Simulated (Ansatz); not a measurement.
`CB(C)[SiH2]F` + CH₃SH → `CSB(C)C` + `F[SiH3]` at 400 K and 1 bar (cleavage of the B–Si bond).

Calculated with Ansatz (gas phase, PBE0-D4/def2-TZVP geometries, no zero-point term in ΔE). CCSD(T)/CBS adds triple-zeta CCSD(T) − MP2 to the extrapolated MP2 energy (def2 sets, frozen cores). This one scheme is used for every species. Each species was taken in one conformer, which may not be the lowest.

```csv
species,CCSD(T)/CBS energy (Eh),H − E (kJ/mol),S (J/(mol·K))
`CB(C)[SiH2]F`,-494.64628,290.9,411.1
CH₃SH,-438.22835,138.7,269.4
`CSB(C)C`,-542.19673,343.5,408.4
`F[SiH3]`,-390.72345,88.0,253.8
```

H − E and S are ideal-gas, rigid-rotor, harmonic terms from PBE0-D4/def2-TZVP, for one conformer and one mirror image of each species. 1 Eh = 2625.50 kJ/mol, R = 8.31446 J/(mol·K).

Question: By hand: ΔE, ΔH, ΔS and ΔG.

Answer: ΔE = (-542.19673) + (-390.72345) − (-494.64628) − (-438.22835) = -0.04555 Eh = -119.6 kJ/mol. Δ(H − E) = 343.5 + 88.0 − 290.9 − 138.7 = 1.9, so ΔH = -117.7 kJ/mol. ΔS = 408.4 + 253.8 − 411.1 − 269.4 = -18.3 J/(mol·K). ΔG = -117.7 − 400 × (-18.3)/1000 = -110.4 kJ/mol.

Question: By hand: the equilibrium constant, and the temperature at which ΔG would vanish if ΔH and ΔS stayed fixed.

Answer: log₁₀ K = −ΔG/(RT ln 10) = 14.4. ΔG = 0 at ΔH/ΔS = 6432 K, far beyond where these terms or the molecules hold.

ΔH outweighs TΔS. A doubt of 5 kJ/mol in ΔE shifts log₁₀ K by 0.7 here. Other conformers and mirror images would add mixing entropy, several J/(mol·K) or more a flexible species. Modes under 60 cm⁻¹, often nearly free rotors, make the harmonic entropy too high. These are equilibria of isolated gas molecules and say nothing of rates. Largest T1 diagnostic: 0.012 (customary marks: 0.02 for closed shells, 0.045 for open ones).
